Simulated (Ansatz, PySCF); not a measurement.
Molecule: sum formula BHF, charge 0, multiplicity 2. It need not be the lowest isomer of its formula. 
Structure (B3LYP-D3(BJ)/def2-TZVP (Ansatz, a program for electronic structure) minimum search):
```xyz
3

B     -0.6180     0.4147     0.0242
F      0.5272    -0.2094    -0.0070
H     -1.6550    -0.1892    -0.0583
```
Charge 0, spin multiplicity 2.

Quantity: vertical ionisation energy (to the singlet state of charge +1; each state is the SCF solution reached for its spin), in eV. Valence correlation only, unless marked. UHF or UKS for open shells. No spin-orbit coupling. Non-relativistic. CBS marks a two-point X^-3 extrapolation of the correlation energy; Hartree-Fock from the larger set. The bracket is a focal-point correction in the basis named.

| level | program | vertical ionisation energy (eV) | minus last row |
|---|---|---|---|
| HF/aug-cc-pVDZ | Ansatz | 9.12 | -0.06 |
| r2SCAN/def2-TZVPD | Ansatz | 9.38 | 0.20 |
| wB97M-V/def2-TZVPD | Ansatz | 9.05 | -0.13 |
| B2PLYP/def2-TZVPD | Ansatz | 9.19 | 0.01 |
| MP2/CBS(aug-cc-pVTZ,aug-cc-pVQZ) | Ansatz | 9.13 | -0.05 |
| MP2/CBS(def2-TZVPPD,def2-QZVPPD) | Ansatz | 9.13 | -0.05 |
| RI-MP2/def2-TZVPPD | Ansatz | 9.08 | -0.10 |
| RI-MP2/CBS(aug-cc-pVTZ,aug-cc-pVQZ) | Ansatz | 9.13 | -0.05 |
| CCSD/CBS(aug-cc-pVTZ,aug-cc-pVQZ) | Ansatz | 9.22 | 0.04 |
| CCSD/CBS(def2-TZVPPD,def2-QZVPPD) | Ansatz | 9.22 | 0.04 |
| RI-MP2/CBS(def2-TZVPPD,def2-QZVPPD)+[CCSD(T)-MP2]/def2-SVPD | Ansatz | 9.16 | -0.02 |
| RI-MP2/CBS(aug-cc-pVTZ,aug-cc-pVQZ)+[CCSD(T)-MP2]/aug-cc-pVTZ | Ansatz | 9.18 | 0.00 |
| RI-MP2/CBS(def2-TZVPPD,def2-QZVPPD)+[CCSD(T)-MP2]/def2-TZVPPD | Ansatz | 9.17 | -0.01 |
| CCSD(T)/CBS(def2-TZVPPD,def2-QZVPPD) | Ansatz | 9.18 | 0.00 |
| CCSD(T)/CBS(aug-cc-pVTZ,aug-cc-pVQZ) | Ansatz | 9.18 | 0.00 |

For comparison, minus the highest occupied orbital energy (PySCF): 6.51 eV at MN15/def2-TZVPD, 5.12 eV at TPSS/def2-TZVPD, 6.27 eV at PW6B95/def2-TZVPD.
